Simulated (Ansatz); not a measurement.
Ansatz (a quantum-chemistry and plane-wave program) input (CCSD(T)/6-31G):

Ansatz 0.2 input:
```yaml
crystal:
  periodic: [false, false, false]
  atoms:
    - {symbol: C, position_ang: [2.66238299, -0.13886979, -0.76718783]}
    - {symbol: C, position_ang: [1.21319618, 0.17449840, -0.80184822]}
    - {symbol: C, position_ang: [0.46791695, -0.27951589, 0.48565997]}
    - {symbol: C, position_ang: [-0.99851463, 0.06191026, 0.47425850]}
    - {symbol: C, position_ang: [-1.50484313, 0.97520201, 1.29910243]}
    - {symbol: C, position_ang: [-1.85432949, -0.67560632, -0.51640076]}
    - {symbol: H, position_ang: [3.37803274, 0.57184219, -0.37698489]}
    - {symbol: H, position_ang: [3.01761325, -1.13622640, -0.99071617]}
    - {symbol: H, position_ang: [0.74638322, -0.31336378, -1.66230469]}
    - {symbol: H, position_ang: [1.05561110, 1.24997552, -0.91757774]}
    - {symbol: H, position_ang: [0.59382810, -1.36220915, 0.59057988]}
    - {symbol: H, position_ang: [0.94768242, 0.18365487, 1.34930175]}
    - {symbol: H, position_ang: [-2.55826557, 1.22730333, 1.29026623]}
    - {symbol: H, position_ang: [-0.88177105, 1.49910702, 2.01370529]}
    - {symbol: H, position_ang: [-2.90390804, -0.39919113, -0.42115180]}
    - {symbol: H, position_ang: [-1.76744962, -1.75690005, -0.37287954]}
    - {symbol: H, position_ang: [-1.54260971, -0.46970427, -1.54374299]}
basis:
  gaussian:
    orbitals: 6-31G
magnetization: {spin_polarized: true, initial_magnetization: 1}
correlation: {method: ccsd_t, electrons: outside_noble_gas}
```

Output:

```
Functional definition: HF
integrals: 0.14 GiB planned
1114 factors; integrals over basis functions are off by at most 2.4e-4 eV
0.34 GiB of device memory are held for the factors and their scratch space
mean field: 0.32 GiB planned
mean field evaluation 1: about -6349.6851 eV, gradient 2.1e1 eV
mean field evaluation 2: about -6349.6826 eV, gradient 2.0e1 eV
mean field evaluation 4: about -6352.6337 eV, gradient 2.1e0 eV
mean field evaluation 8: about -6352.6650 eV, gradient 5.1e-1 eV
mean field evaluation 16: about -6352.6827 eV, gradient 2.3e-2 eV
mean field evaluation 32: about -6352.6881 eV, gradient 1.4e-1 eV
mean field evaluation 64: about -6352.6744 eV, gradient 2.1e-1 eV
mean field evaluation 96: about -6349.2099 eV, gradient 7.3e-2 eV
mean field -6352.68348492 eV, -233.4568120672 hartree, gradient 1.3e-6 eV, S^2 0.788567; 5 other end points of the search recorded, 0 dependent functions left out
determinant -6352.68348492 eV, -233.4568120672 hartree, with singles and doubles -6368.81089483 eV, -234.0494834499 hartree
determinant -6349.20794271 eV, -233.3290882470 hartree, with singles and doubles -6364.27117594 eV, -233.8826518580 hartree
6 core orbitals not correlated
reference -6352.68348492 eV, -233.4568120672 hartree; 18, 17 occupied and 52, 53 virtual orbitals, 1114 factors
second order -14.14149682 eV of doubles, -0.00000000 eV of singles
coupled cluster: 0.85 GiB planned
cycle   1  -16.12720470 eV  change    2.1e-4 eV  update   1.6e-3
cycle   2  -16.12695260 eV  change    2.5e-4 eV  update   1.0e-3
cycle   3  -16.12645860 eV  change    4.9e-4 eV  update   5.6e-4
cycle   4  -16.12641337 eV  change    4.5e-5 eV  update   1.6e-4
cycle   5  -16.12679084 eV  change   -3.8e-4 eV  update   5.2e-5
cycle   6  -16.12697026 eV  change   -1.8e-4 eV  update   1.7e-5
cycle   7  -16.12697762 eV  change   -7.4e-6 eV  update   4.9e-6
coupled cluster: 0.85 GiB planned
perturbative correction -0.41707668 eV, -0.0153272853 hartree
Total energy: -6369.22753922 eV, -234.0647948489 hartree
```

It need not be the lowest isomer of its formula.
